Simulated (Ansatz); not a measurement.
CH8B2Si2 (`B1C[SiH2]B[SiH2]1`). The species carries charge 0 and has multiplicity 1. The structure was optimised at the PBE0-D4/def2-TZVP level.

```xyz
13

B     1.308   -0.748    0.330
C     0.871   -0.387   -1.117
Si   -0.562    0.863   -1.125
B    -1.627    0.272    0.491
Si   -0.172   -0.423    1.678
H     2.427   -1.084    0.595
H     0.337   -1.313   -1.412
H     1.663   -0.232   -1.852
H    -0.053    2.245   -0.875
H    -1.259    0.877   -2.442
H    -2.803    0.361    0.666
H     0.277    0.907    2.235
H    -0.409   -1.338    2.828
```

**Question.** What is the dipole moment at r2SCAN/def2-TZVPP? (Estimate.)

**Answer.** Computed: 1.02 D, with components (0.03, -0.72, -0.72) D in this frame, pointing from negative to positive charge.

**Question.** And with PBE, B3LYP, ωB97M-V? (Best estimate.)

**Answer.** Ansatz gave: PBE 1.00 D, B3LYP 1.04 D, ωB97M-V 1.07 D.

**Question.** Give the Mulliken charges with r2SCAN, PBE, ωB97M-V in def2-TZVPP. (Best estimate.)

**Answer.** The calculation gave: 
| atom | r2SCAN | PBE | ωB97M-V |
| --- | --- | --- | --- |
| B1 | -0.02 | 0.00 | -0.08 |
| C2 | -0.19 | -0.20 | -0.32 |
| Si3 | 0.23 | 0.12 | 0.13 |
| B4 | -0.04 | 0.03 | -0.08 |
| Si5 | 0.11 | -0.02 | -0.03 |
| H6 | 0.02 | 0.03 | 0.10 |
| H7 | 0.08 | 0.11 | 0.14 |
| H8 | 0.07 | 0.10 | 0.12 |
| H9 | -0.07 | -0.05 | -0.02 |
| H10 | -0.08 | -0.06 | -0.03 |
| H11 | 0.04 | 0.05 | 0.12 |
| H12 | -0.06 | -0.04 | -0.01 |
| H13 | -0.09 | -0.06 | -0.03 |

B3LYP here is the variant with VWN-RPA as its local correlation; programs differ in this.
